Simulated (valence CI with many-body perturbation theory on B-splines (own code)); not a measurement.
Results of a calculation; reference values are marked as such.
# Hyperfine factors and g values of Tl⁴²⁺

Level of theory: configuration interaction combined with many-body perturbation theory (CI+MBPT): three valence electrons over a frozen Dirac-Fock core [Kr], a basis of 9 s, 9 p, 10 d, 8 f, 5 g, 3 h, 1 i functions for each j, with the one-electron correlation potential Σ1 (screened to all orders), the two-electron term Σ2, the three-electron term Σ3, Breit, model QED; selected single and double excitations, second order for the rest (own B-spline code, finite nucleus).

No measured spectrum was set against this ion. As an estimate, large intervals hold to a few tenths of a per cent, small ones and those within an open d or f shell to about a per cent. Only levels of the ground parity were solved; by the run's estimate the other parity begins above the list, which can be wrong where configurations are misplaced.

A/g_I is the dipole constant over the nuclear g factor μ/I (μ in nuclear magnetons, uniformly magnetised nucleus), B/Q the quadrupole constant per barn. Both hold the static response of the core; the bare values leave it out. Large factors of s and p1/2 electrons are usually good to 5 to 10 %; those of open d and f shells near neutrality can be off by tens of per cent, and small factors of p3/2, d and f electrons come from cancelling terms and can be off by a factor of two or in sign, in half-filled shells by more. B is blank for J = 1/2, where it vanishes, and for nearly pure S terms. Energies count from the lowest level.

Levels are named by their leading jj configuration (3d3/2^4 stands for four electrons in 3d with j = 3/2), which in mixed levels can hold well under half, so a name can repeat and another be missing. Letters in brackets count levels of one name in rising energy.

```tsv
Level	E (cm⁻¹)	g	A/g_I (MHz)	A/g_I bare	B/Q (MHz/b)	B/Q bare
(4d3/2^3) J=3/2	0	0.720	40200	38900	-25700	-24900
(4d3/2^2 4d5/2) J=5/2 [a]	211460	1.056	22400	22200	-13700	-13300
(4d3/2^2 4d5/2) J=3/2	232280	1.180	17600	17900	-4960	-4790
(4d3/2^2 4d5/2) J=7/2	248510	1.043	24500	24300	10500	10000
(4d3/2^2 4d5/2) J=9/2	249760	1.039	25300	25100	29200	28200
(4d3/2^2 4d5/2) J=1/2	251470	1.823	-19600	-17100		
(4d3/2^2 4d5/2) J=5/2 [b]	330750	1.249	14300	14700	43800	42200
(4d3/2 4d5/2^2) J=7/2 [a]	455300	1.122	17900	17900	-3240	-3160
(4d3/2 4d5/2^2) J=9/2	472820	1.136	18800	18900	7800	7430
(4d3/2 4d5/2^2) J=3/2 [a]	487890	1.116	21300	21300	-25500	-24700
(4d3/2 4d5/2^2) J=1/2	498530	1.503	-8760	-7390		
(4d3/2 4d5/2^2) J=5/2 [a]	502700	1.295	5730	6380	31400	30300
(4d3/2 4d5/2^2) J=11/2	507190	1.086	21500	21400	54300	52400
(4d3/2 4d5/2^2) J=5/2 [b]	533810	1.094	22900	22800	-11300	-10900
(4d3/2 4d5/2^2) J=7/2 [b]	536840	1.089	22100	22100	10900	10600
(4d3/2 4d5/2^2) J=3/2 [b]	605100	0.888	35900	35100	34500	33300
(4d5/2^3) J=9/2	715490	1.164	15200	15400	3930	3810
(4d5/2^3) J=3/2	761710	1.135	16200	16300	2460	2360
(4d5/2^3) J=5/2	798440	1.168	15200	15400	3710	3590
```

Take the isotope of mass number 203, with I = 1/2, μ = 1.616 μN. What is the hyperfine structure of (4d3/2^2 4d5/2) J=7/2?

From the table A = 79100 MHz. Shifts from the centre of gravity in MHz: F = 3: -178000, F = 4: 138000.
